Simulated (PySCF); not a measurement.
Level of theory: M06-2X/def2-TZVP // B3LYP-D3(BJ)/def2-TZVP (PySCF). Gas-phase values, no solvent. One relaxed conformer stands for a flexible species; it need not be the lowest. Delta-SCF ions had no search for a lower state. 

Reference species (SMILES): `[OH][In]([OH])[OH]` (neutral, multiplicity 1).

HOMO: -10.48 eV
S1 oscillator strength: 0.000
LUMO: -1.23 eV
vertical ionisation energy (Delta-SCF): 11.44 eV

Changed species: `[InH2][OH]` (1 of 3 H replaced by OH; the reference has 3 of 3 H replaced by OH).

### Question
Give the shifts of the HOMO, S1 oscillator strength, LUMO and vertical ionisation energy (Delta-SCF).

### Answer
the HOMO rises by 0.95 eV, to -9.53 eV; the S1 oscillator strength hardly moves; the LUMO rises by 0.17 eV, to -1.06 eV; the vertical ionisation energy (Delta-SCF) decreases by 0.71 eV, to 10.73 eV.
